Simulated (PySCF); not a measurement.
A calculated (LC-wPBE, PySCF 2.14, aug-cc-pwCVTZ-X2C, scalar relativity by spin-free X2C-1e) atom or ion has these occupied shells.

| shell | electrons | orbital energy (eV) | rms radius, mean of both spins (bohr) |
| --- | --- | --- | --- |
| 1s α | 1 | -15931.4 | 0.0450 |
| 1s β | 1 | -15931.4 | 0.0450 |
| 2s α | 1 | -2169.5 | 0.187 |
| 2s β | 1 | -2169.5 | 0.187 |
| 2p α | 3 | -1929.3 | 0.166 |
| 2p β | 3 | -1929.3 | 0.166 |
| 3s α | 1 | -346.50 | 0.527 |
| 3s β | 1 | -346.48 | 0.527 |
| 3p α | 3 | -268.86 | 0.538 |
| 3p β | 3 | -268.84 | 0.538 |
| 3d α | 5 | -140.57 | 0.551 |
| 3d β | 5 | -140.55 | 0.551 |
| 4s α | 1 | -53.470 | 1.45 |
| 4s β | 1 | -53.378 | 1.45 |
| 4p α | 3 | -34.096 | 1.67 |
| 4p β | 3 | -33.990 | 1.67 |
| 5s α | 1 | -10.941 | 4.15 |

Name the element and its charge.

Sr⁺ (strontium, charge +1), in [Kr] 5s1, 2S determinant.
